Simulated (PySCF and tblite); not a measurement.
Results of a calculation; reference values are marked as such.
C4H7Br, numbered as in [CH2:1]=[CH:2][CH2:3][CH2:4][Br:5].

Search: ETKDG and KDG, MMFF94s, GFN2-xTB, 90 starts; geometries at PBE0-D3(BJ)/def2-SVP. Energies: PBE0-D3(BJ)/def2-TZVP, with GFN2-xTB thermal terms (modes under about 100 cm⁻¹ blended into free rotors). Symmetry numbers and mirror images are counted. Conformers within 4 kcal/mol (GFN2-xTB free energy) were kept, 7 at most. Programs: PySCF with density fitting and tblite.

Torsions listed: C1–C2–C3–C4, C2–C3–C4–Br5. Of a mirror pair one member is shown.

```csv
conformer,shape,symmetry,dipole D
1,"0°, 180°",Cs,1.85
2,"-122°, 65°",C1 (pair),2.07
3,"119°, 64°",C1 (pair),1.96
4,"0°, -72°",C1 (pair),2.15
5,"-115°, -179°",C1 (pair),1.99
```

Q: Which of these conformers is the most populated at 298.15 K, and with what share?

A: Conformer 5, about 40 %. The lead over the next is within the error of the method.

Q: Give the DFT energies and free energies relative to the lowest, and all weights.

A: 
```tsv
conformer	shape	E(DFT) kcal/mol	G(298.15 K) kcal/mol	weight %
1	0°, 180°	0.44	0.91	8.6
2	-122°, 65°	0.40	0.46	18.3
3	119°, 64°	0.12	0.21	28.2
4	0°, -72°	0.99	1.25	4.9
5	-115°, -179°	0.00	0.00	40.0
```

Q: How does its share change from 150 K to 400 K?

A: From 52 % to 36 %; the mixing entropy goes from 3.60 to 4.14 cal/(mol K).
